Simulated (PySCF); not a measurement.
Si(F)2(I)(OMe) (CH3F2IOSi), SMILES CO[Si](F)(F)I.

The structure is a stationary point at B3LYP-D3(BJ)/def2-SVP. This is a generated structure with no PubChem entry under its InChIKey; it may be hypothetical. The def2 effective core potentials stand for the cores of I; spin–orbit coupling is left out. Other conformers were not sampled.

Level of theory: B3LYP-D3(BJ)/def2-SVP run with PySCF 2.14.0.

Frequencies are harmonic and unscaled.

```
mode  ν (cm⁻¹)  IR (km/mol)  Raman (Å⁴/amu)  depolarisation  moving atoms (share of kinetic energy)
----  --------  -----------  --------------  --------------  --------------------------------------
1           52          3.0             0.5            0.75          C 37 %, H 23 %, F 21 %, O 11 %
2           92          0.1             0.3            0.59                                  H 95 %
3          119          3.3             1.1            0.68  C 39 %, H 21 %, F 16 %, O 10 %, I 10 %
4          173          0.5             1.2            0.75                          F 82 %, Si 8 %
5          210          1.1             2.5            0.40                   F 63 %, I 18 %, O 9 %
6          250          7.3             3.7            0.30                  O 51 %, I 19 %, F 14 %
7          300         22.9             1.2            0.67          F 64 %, Si 15 %, O 10 %, C 9 %
8          351         14.6             1.3            0.66                 O 39 %, F 32 %, Si 20 %
9          443        157.0             2.9            0.02                  Si 52 %, F 30 %, O 8 %
10         764        209.4             7.7            0.05         Si 32 %, O 24 %, F 24 %, C 15 %
11         925        115.3             1.2            0.70                  Si 43 %, F 41 %, C 8 %
12         981        134.0             0.6            0.68                         F 51 %, Si 49 %
13        1167        166.3             3.9            0.71                  H 41 %, O 29 %, C 26 %
14        1178          2.1             2.6            0.64                          H 77 %, C 18 %
15        1219        201.7             1.9            0.49                  H 37 %, O 37 %, C 23 %
16        1474         10.3            13.7            0.75                                  H 96 %
17        1477          5.6            20.6            0.70                                  H 95 %
18        1480          0.2             6.6            0.73                                  H 90 %
19        3018         41.7           123.1            0.01                                  H 97 %
20        3099         22.7            47.9            0.70                          H 90 %, C 10 %
21        3137         17.2           104.7            0.57                          H 90 %, C 10 %
```
